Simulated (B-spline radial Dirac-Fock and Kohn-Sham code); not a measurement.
The M5 (3d5/2) hole of strontium ions: width and yield against charge

Method: one-electron (LDA, Dirac) transition rates at Dirac-Fock energies. Computed with an atomic code on a B-spline grid. Tabulated ground configurations, configuration averages; single configurations, so decays that open only by mixing (as 1s 2s² with 1s 2p² in Be-like ions) are missing and such tiny yields are far too low.

```tsv
ion	configuration	radiative (eV)	non-radiative (eV)	yield
Sr	[Kr] 5s2	1.40e-05	0.0695	0.000201
Sr⁺	[Kr] 5s1	1.42e-05	0.0678	0.000209
Sr²⁺	[Ar] 3d10 4s2 4p6	1.44e-05	0.0692	0.000209
Sr³⁺	[Ar] 3d10 4s2 4p5	1.32e-05	0.0498	0.000266
Sr⁴⁺	[Ar] 3d10 4s2 4p4	1.17e-05	0.0382	0.000305
Sr⁵⁺	[Ar] 3d10 4s2 4p3	9.59e-06	0.0199	0.000481
Sr⁶⁺	[Ar] 3d10 4s2 4p2	7.01e-06	0.000844	0.00823
Sr⁷⁺	[Ar] 3d10 4s2 4p1	3.83e-06	0	1.00
```
